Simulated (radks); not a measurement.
Values are calculated unless marked as measured or tabulated.
Question: All-electron atom: Bi LXII in [Ne] 3s2 3p5.75 3d4 4d0.25 (fractional occupations, a model configuration). Level of theory: scalar-relativistic Kohn-Sham, PBEsol, spin-polarised, spherical densities, point nucleus; open shells are filled with parallel spins first (spin-orbit coupling, left out, can overturn this in heavy ions) (a radial shooting solver on a logarithmic mesh with Libxc functionals). Some entries of the table are withheld. Estimate them.

orbital,occ.,eigenvalue (eV),r(max) (bohr)
1s up,1,-95070.24,0.009655
1s down,1,-95068.75,0.009655
2s up,1,-20601.65,0.05605
2s down,1,-20576.92,0.05602
2p up,3,-18259.68,0.04676
2p down,3,-18238.88,0.04673
3s up,1,-7796.402,0.1540
3s down,1,-7766.213,0.1542
3p up,3,-7117.180,0.1531
3p down,2.75,-7087.021,0.1533
3d up,4,-6531.465,(1)
3d down,0,-6494.296,(2)
4s up,0,-4014.191,0.3139
4s down,0,-4000.633,0.3145
4p up,0,-3745.933,(3)
4p down,0,-3732.446,(4)
4d up,0.25,-3508.103,0.3076
4d down,0,-3493.517,0.3085

Answer: 
(1) 3d up r(max) (bohr): 0.1229
(2) 3d down r(max) (bohr): 0.1231
(3) 4p up r(max) (bohr): 0.3215
(4) 4p down r(max) (bohr): 0.3222
